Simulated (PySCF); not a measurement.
Two-component Hartree-Fock for Ta⁶⁵⁺ (tantalum, charge +65)

Start: [He] 2s2 2p4; 2p1/2 filled at m_j = -1/2, +1/2; 2p3/2 filled at m_j = +1/2, +3/2. Calculated with PySCF 2.14 in an even-tempered Gaussian basis (17 s from 49 bohr⁻², ratio 2.4; 13 p from 64 bohr⁻², ratio 2.4; 5 d from 220 bohr⁻², ratio 2.6; 4 f from 330 bohr⁻², ratio 2.6): generalised Hartree-Fock with the X2C-1e Hamiltonian and a Gaussian nucleus; one run each with spin-orbit coupling (SO) switched off, then screened by Boettger's factors.

| spinor shell | electrons | ε, spin-free (eV) | ε, screened SO (eV) | weight of nominal j (screened SO) | rms radius, screened SO (bohr) |
| --- | --- | --- | --- | --- | --- |
| 1s1/2 | 2 | -74230.2 | -74188.5 | 1.000 | 0.0211 |
| 2s1/2 | 2 | -17548.4 | -17536.1 | 1.000 | 0.0830 |
| 2p1/2 | 2 | -16233.7 | -17169.0 | 1.000 | 0.0702 |
| 2p3/2 | 2 | -16233.7 | -15837.3 | 1.000 | 0.0769 |

```csv
quantity,spin-free,screened SO
E (hartree),-9571.79049,-9613.39382
M_J,2,2
⟨J²⟩,6.000,6.000
⟨L²⟩,2.000,3.296
⟨S²⟩,2.000,1.376
```

Each row is a mean over spinors that exchange with the open shell spreads, by up to 86.750 eV (2s1/2).

Breit and QED terms are absent; they matter most for the inner s and p1/2 levels.

Densities and radii are taken from the X2C orbitals without a picture-change correction, which distorts them close to the nucleus.

Without spin-orbit coupling the j labels of p, d and f shells carry no meaning; the spin-free column gives the mean over the occupied spinors of each nl shell.
